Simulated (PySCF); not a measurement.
BH₂N, SMILES B=N. Geometry: PBE0-D3(BJ)/def2-TZVPD.

PySCF with TDA-CAM-B3LYP/def2-TZVPD puts the lowest singlet excitations at 7.01, 7.19, 7.19, 7.75, 7.75, 8.78 eV and the lowest triplet (TDA) at 6.03 eV.

Task: What are the lowest singlet roots from PySCF 2.14.0 with EOM-CCSD/aug-cc-pVDZ? (The exact figures need the calculation; the answer reports its results.)

Result: 7.33, 7.44, 7.44, 7.90, 7.90, 8.90 eV; triplets 6.08, 6.81, 6.81 eV. S1 differs by 0.33 eV (second minus first; roots are paired by order, and the bases may differ).
